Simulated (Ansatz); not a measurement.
Cu₃H₃, relaxed as a singlet with RKS PBE-D4/def2-SVP in Ansatz, starting from the GFN1-xTB geometry. Force threshold 0.02 eV/Å.

The restricted singlet is unstable towards broken spin symmetry in Hartree–Fock (as tested in another run); at PBE-D4/def2-SVP this wasn't settled. No other spin state of charge 0 was run. Another isomer (singlet) lies 1.64 eV lower at PBE0-D4/def2-TZVP; other spin states weren't run for this one.

Start:

```xyz
6

Cu    0.6775    0.5385   -1.6741
Cu    1.0146   -1.5041   -0.5104
Cu   -0.3111    0.1776    0.4014
H    -0.3223    1.3679   -0.5996
H    -1.1620    0.6625    1.5008
H     0.1034   -1.2424    0.8820
```

```json
{"step": "1", "energy (eV)": "-133931.4241", "largest force component (eV/Å)": "0.523", "SCF passes": "55"}
{"step": "2", "energy (eV)": "-133931.4643", "largest force component (eV/Å)": "0.277", "SCF passes": "34"}
{"step": "3", "energy (eV)": "-133931.4807", "largest force component (eV/Å)": "0.054", "SCF passes": "34"}
{"step": "4", "energy (eV)": "-133931.4819", "largest force component (eV/Å)": "0.020", "SCF passes": "35"}
{"step": "5", "energy (eV)": "-133931.4820", "largest force component (eV/Å)": "0.003", "SCF passes": "36"}
```

Force components are those of the run's own axes.

End:

```xyz
6

Cu    0.677    0.551   -1.681
Cu    1.016   -1.516   -0.505
Cu   -0.314    0.179    0.405
H    -0.316    1.418   -0.657
H    -1.194    0.681    1.542
H     0.131   -1.312    0.895
```

By distances, no bond broke or formed. The bond that changes most is Cu3–H4, from 1.56 to 1.63 Å (atoms count from 1).

No frequencies were taken in this run, so the end may be a saddle point.

Run time 4.4 s (4 threads of Intel Xeon 6975P-C on a shared host).
